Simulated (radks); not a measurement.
The numbers below are computed, except where a source is named.
Problem. Pm IV, 58 electrons, occupied as [Xe] 4f4. Level of theory: non-relativistic Kohn-Sham, TPSS, spin-polarised, spherical densities, point nucleus; open shells are filled with parallel spins first (spin-orbit coupling, left out, can overturn this in heavy ions); meta-GGA in the generalised Kohn-Sham scheme; relativity is left out, which matters for an element this heavy (a radial shooting solver on a logarithmic mesh with Libxc functionals). Some entries of the table are withheld. Estimate them.

orbital  occ.  eigenvalue (hartree)  <1/r> (bohr^-1)
1s up       1             -1566.838            60.48
1s down     1             -1566.838            60.48
2s up       1             -247.5026            14.01
2s down     1             -247.5023            14.01
2p up       3             -234.7605            14.03
2p down     3             -234.7603            14.03
3s up       1             -54.80738            5.247
3s down     1             -54.75694            5.251
3p up       3             -49.21668            5.179
3p down     3             -49.16848            5.183
3d up       5             -38.84166            5.067
3d down     5             -38.80317            5.070
4s up       1             -11.73425            2.227
4s down     1             -11.61013            2.226
4p up       3              -9.59409            2.133
4p down     3              -9.46698            2.133
4d up       5              -5.81992            1.930
4d down     5              -5.68833            1.928
5s up       1              -2.39638           0.8869
5s down     1              -2.33831           0.8732
5p up       3              -1.79950              (1)
5p down     3              -1.75280              (2)
4f up       4              -1.33921            1.446
4f down     0              -1.21554            1.423

Solution. 
(1) 5p up <1/r> (bohr^-1): 0.7955
(2) 5p down <1/r> (bohr^-1): 0.7816
